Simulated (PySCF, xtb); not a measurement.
C₅H₃Cl, SMILES C#CC=C=CCl.

Harmonic wavenumbers (cm⁻¹) from xtb with GFN2-xTB at its own minimum, in rising order: 76, 139, 183, 285, 380, 444, 533, 624, 662, 710, 716, 827, 974, 1114, 1166, 1364, 2040, 2255, 3006, 3058, 3397.

**Question.** What does PBE-D3(BJ)/def2-SVP in PySCF give at its own minimum? (Estimate from the structure and the level; the computed values follow.)

**Answer.** 80, 147, 204, 320, 427, 475, 585, 628, 653, 727, 745, 835, 946, 1096, 1189, 1364, 1995, 2149, 3028, 3111, 3406. Paired by order, the mean absolute difference is 27 cm⁻¹ and the zero-point energies are 34.2 and 34.5 kcal/mol.
